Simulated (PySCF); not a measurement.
# Finite-field polarisability of Ba (barium, neutral)

[Xe] 6s2, closed-shell 1S. All numbers are calculated (PySCF 2.14, scalar relativity by spin-free X2C-1e, in aug-cc-pwCVTZ-X2C with one added diffuse shell each of s, p, d, f type (12s11p9d5f, 125 functions)). Frozen: [Kr] 4d10. Energy changes in a uniform field (μhartree):

```
axis   F (au)        HF       MP2      CCSD   CCSD(T)
   x  0.00079  -101.265   -72.323   -89.241   -87.324
   x  0.00158  -405.591  -289.500  -357.208  -349.517
```

(1) Derive α along x at CCSD(T) from the two fields.

(2) And the mean polarisability at each level?

The same two fields give the second hyperpolarisability, to two digits from the fit; its basis error is larger: HF 2.7e+06, MP2 1.1e+06, CCSD 1.3e+06, CCSD(T) 1.1e+06 au.

Results:

(1) With ΔE = −αF²/2 − γF⁴/24, α = −(16 ΔE(F) − ΔE(2F))/(6F²) = 279.8 bohr³.

(2) HF 324.4, MP2 231.7, CCSD 285.9, CCSD(T) 279.8 bohr³. Reference: 272 ± 10 bohr³ (recommended; Schwerdtfeger and Nagle, table of static dipole polarizabilities (2023 update)).
